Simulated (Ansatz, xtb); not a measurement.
## Relative energy of two isomers of GaGeH3N

We compare a, `[Ga][NH][GeH2]`, a doublet, with b, `[NH2][Ga][GeH]`, a doublet. Both are isolated molecules in the gas phase, relaxed with B3LYP/6-31G*; the shapes shown needn't be the lowest conformers.

a (Å):

```xyz
6

Ga   -3.0712    2.6840   -0.0813
Ge    0.1743    1.7943    0.2634
N    -1.6028    1.4497   -0.1674
H    -1.7617    0.4873   -0.4691
H     0.1333    3.2146    0.9282
H     0.6766    0.7585    1.3373
```

b (Å):

```xyz
6

Ga   -1.1910    1.9667    0.1755
Ge   -1.8028    4.1966   -0.6093
N    -0.9556    0.2881    0.9108
H    -0.2613    0.1308    1.6346
H    -1.0874   -0.5477    0.3497
H    -0.4124    4.0510   -1.4285
```

Quicker runs give these differences E(b) − E(a): GFN2-xTB +3.04 kJ/mol; HF/STO-3G +119.34 kJ/mol (at GFN2-xTB geometries); r2SCAN-D4/def2-SVP −28.51 kJ/mol (at GFN2-xTB geometries).

Task: Estimate which is lower in electronic energy at CCSD(T)/def2-SVP + ΔMP2/def2-TZVPP, and by roughly how much.

Result: Not settled: CCSD(T)/def2-SVP + ΔMP2/def2-TZVPP gives E(b) − E(a) = −7.51 kJ/mol, but this leans on the basis-set step: CCSD(T) alone gives −1.99 kJ/mol.

How the difference moves with the method:

```csv
level,geometry,E(b) − E(a) (kJ/mol),departure from the last row (kJ/mol),"job, with rough time for the two"
GFN2-xTB,GFN2-xTB,+3.04,+10.55,"optimisation, 0.19 s"
HF/STO-3G,GFN2-xTB,+119.34,+126.85,"single point, 18 s"
r2SCAN-D4/def2-SVP,GFN2-xTB,−28.51,−21.00,"single point, 5.3 s"
B3LYP/6-31G*,B3LYP/6-31G*,−14.97,−7.46,"optimisation, 92 s"
HF/def2-SVP,B3LYP/6-31G*,+13.54,+21.05,part of the CCSD(T) run
MP2/def2-SVP,B3LYP/6-31G*,−2.77,+4.74,part of the CCSD(T) run
CCSD(T)/def2-SVP,B3LYP/6-31G*,−1.99,+5.52,single point
CCSD(T)/def2-SVP + ΔMP2/def2-TZVPP,B3LYP/6-31G*,−7.51,,"single point, 67 s"
```

As drawn, b has 1 Ga–Ge, 1 N–H in place of 1 Ge–N, 1 Ge–H.

GFN2-xTB, HF/STO-3G, HF/def2-SVP put the two in the other order. CCSD(T)/def2-SVP finds them nearly level. The largest departure from CCSD(T)/def2-SVP + ΔMP2/def2-TZVPP is that of HF/STO-3G, 126.85 kJ/mol. The last row adds to CCSD(T) the change of the MP2 difference between the two basis sets, here −5.52 kJ/mol.

With harmonic frequencies from B3LYP/6-31G* (ideal gas, rigid rotor, one conformer each, 298.15 K, 1 atm): the zero-point term adds +5.38 kJ/mol; ΔH is +0.74 and ΔG −4.42 kJ/mol.

Open shells are spin-unrestricted, with notable spin contamination under HF/STO-3G. The correlated steps freeze 19 core orbitals; the filled d shell of Ga and Ge is correlated, in a basis made for valence electrons. Mirror images aren't counted in ΔG. Programs: Ansatz 0.2.0, xtb 6.7.1; the last row on 1 thread of Intel(R) Xeon(R) 6975P-C (Granite Rapids) on a shared host.
